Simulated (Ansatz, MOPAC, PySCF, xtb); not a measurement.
Torsion H5–C1–C2–F3 in 1,1-difluoroethane (SMILES CC(F)F); at each angle all else is relaxed with GFN2-xTB, and the levels are single points there.
Geometry at 60° (charge 0, multiplicity 1):
```xyz
8

C     -0.79076    -0.11158    -0.00720
C      0.71255     0.05738    -0.00751
F      1.05265     1.35662    -0.20035
F      1.23908    -0.29327     1.19265
H     -1.19077     0.21696    -0.96187
H     -1.03780    -1.15638     0.15569
H     -1.22060     0.49018     0.79025
H      1.22712    -0.53605    -0.77976
```

On the grid 0° to 120°, 0° is the highest and 60° the lowest point at MP2/CBS(cc-pVTZ, cc-pVQZ) + ΔCCSD(T)/cc-pVTZ.

The state that AM1 reach isn't checked.

Codes used: Ansatz (Gaussian orbitals); MOPAC for AM1 (differences of heats of formation); PySCF for the dispersion terms; xtb for the GFN methods. 

Task: One of these levels gives 64.9 meV for the energy at 0° less that at 60°. Which?
(A) AM1
(B) r2SCAN-D3(BJ)/def2-TZVPP
(C) PBE-D4/def2-TZVPP
(D) GFN-FF

Result: D, GFN-FF. The others give 33.4 (AM1), 121.7 (PBE-D4/def2-TZVPP), 135.0 (r2SCAN-D3(BJ)/def2-TZVPP)

Ansatz is a first-principles code.
